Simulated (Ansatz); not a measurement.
Basis-set series for `OBCOB(F)F`. Total charge 0; spin multiplicity 1. Geometry: relaxed with PBE0-D4/def2-TZVP. It is one conformer, not always the lowest.

| functional | basis | functions | energy (Eh) | HOMO (eV) | LUMO (eV) |
| --- | --- | --- | --- | --- | --- |
| PBE0-D4 | def2-SVP | 118 | -439.77469 | -8.94 | 0.01 |
| PBE0-D4 | def2-TZVPP | 273 | -440.29496 | -9.04 | -0.20 |
| ωB97M-V | def2-SVP | 118 | -440.10085 | -11.28 | 2.14 |
| ωB97M-V | def2-TZVPP | 273 | -440.63278 | -11.41 | 1.56 |

Give the rows for def2-QZVPP. (Estimate.)

Ansatz gave: 
```csv
functional,basis,functions,energy (Eh),HOMO (eV),LUMO (eV)
PBE0-D4,def2-QZVPP,519,-440.31901,-9.06,-0.26
ωB97M-V,def2-QZVPP,519,-440.65541,-11.43,1.35
```

Positive LUMOs are unbound and depend on the basis.
